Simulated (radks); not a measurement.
Values are calculated unless marked as measured or tabulated.
Q: Orbital eigenvalues (eV) of the tin ion Sn14+, [Kr], of relativity; Dirac values are averaged over j with weights 2j + 1. Spin-unpolarised spherical Kohn-Sham, PBEsol, point nucleus unless stated (finite: rms radius 4.6519 fm), a radial shooting solver on a logarithmic mesh with Libxc functionals. A level marked "c x" has the speed of light scaled by that factor and shares open shells by 2j + 1; other Dirac levels either fill j = l - 1/2 first or share by 2j + 1.

shell       non-rel.
1s            -28284
2s           -4453.9
2p           -4188.7
3s           -1109.0
3p           -999.87
3d           -798.58
4s           -406.09
4p           -366.39
4d (empty)   -297.57
5s (empty)   -205.01

Give the values at the level "Dirac, c x 0.75".

A: 
shell       Dirac, c x 0.75  change of magnitude (%)
1s                   -30214                    +6.82
2s                  -4927.2                   +10.63
2p                  -4325.9                    +3.28
3s                  -1206.8                    +8.82
3p                  -1029.1                    +2.92
3d                  -785.01                    -1.70
4s                  -429.67                    +5.81
4p                  -373.04                    +1.81
4d (empty)          -294.58                    -1.00
5s (empty)          -213.55                    +4.17
